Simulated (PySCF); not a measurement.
Vertical excitations of a molecule C₈H₁₁FS from TDDFT-PBE/def2-SVP (PySCF), as energy in eV (oscillator strength): 5.20 (0.089), 5.49 (0.001), 5.78 (0.124), 6.08 (0.000), 6.36 (0.005), 6.72 (0.004), 6.98 (0.001), 7.03 (0.006), 7.07 (0.002), 7.11 (0.001). Lowest triplet (TDA): 3.65 eV. Geometry optimised at B3LYP-D3(BJ)/def2-SVP. Other conformers were not sampled.

Problem. Which molecule gave these data?
A) CC(C)(C)c1cscc1F
B) CC(C)(C)c1ccc(F)s1
C) CC(C)(C)c1cc(F)cs1
D) CC(C)(C)c1ccsc1F

Solution. C, CC(C)(C)c1cc(F)cs1
